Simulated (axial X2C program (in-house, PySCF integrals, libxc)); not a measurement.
## AlCu: cheaper levels and CCSD(T), two-component

Calculated with an in-house all-electron X2C program for linear molecules (integrals from PySCF). Two-component (2c) means X2C with spin–orbit coupling and atomic mean-field two-electron Coulomb and Gaunt terms. Basis: Cu dyall-cv3z [9s9p6d3f2g], Al dyall-v3z [8s8p2d1f] (cores contracted in-house); Gaussian nuclei, density fitting, unrestricted open shells. Masses: Cu 62.930 u, Al 26.982 u.

State: Ω = 0 (closed shell); fragments Cu + Al.

| level | Re (Å) | ωe (cm⁻¹) | De (eV) |
| --- | --- | --- | --- |
| PBE0 | 2.366 | 285.5 | 2.15 |
| HF | 2.583 | 218.6 | n/a |
| MP2 | 2.287 | 314.3 | 2.17 |
| CCSD | 2.372 | 274.4 | 2.05 |
| LDA | 2.287 | 319.7 | 3.14 |

Correlated methods: 14 electrons correlated (number of frozen shells: Cu 3 s, 2 p; Al 2 s, 1 p), 220 virtual spin orbitals or spinors in MP2, 90 natural virtuals in coupled cluster.

CCSD(T), same Hamiltonian and basis:

Re = 2.329 Å, ωe = 298.0 cm⁻¹; T1 = 0.036 (Lee–Taylor normalisation).

(1) Give the differences from CCSD(T) in the columns below.

The state is one determinant whose occupation by symmetry is held fixed; it was picked as the lowest of a PBE0 search that is not exhaustive. The closed shell is kept restricted, so the energy runs too high when the bond is stretched far. De is counted from the lowest determinant-based energies of the atoms at the same level, without counterpoise correction. De is not given where an atomic determinant may have missed its ground term or J level, or where the truncated virtual space spoils (T). CCSD and (T) use frozen natural virtuals with an MP2 correction for the truncation; (T) itself is uncorrected, so its De runs slightly low. The 2c atoms are single determinants rather than J levels; their spin–orbit lowering is only partly caught, and De is too large by that part. This holds for PBE0, LDA. The functionals have no current-density term, which raises determinants with orbital currents, atoms included. The T1 diagnostic is large, a sign of multireference character.

## Answers

(1) 

| level | ΔRe (Å) | Δωe (cm⁻¹) |
| --- | --- | --- |
| PBE0 | 0.037 | -12.5 |
| HF | 0.254 | -79.4 |
| MP2 | -0.042 | 16.3 |
| CCSD | 0.043 | -23.6 |
| LDA | -0.042 | 21.7 |
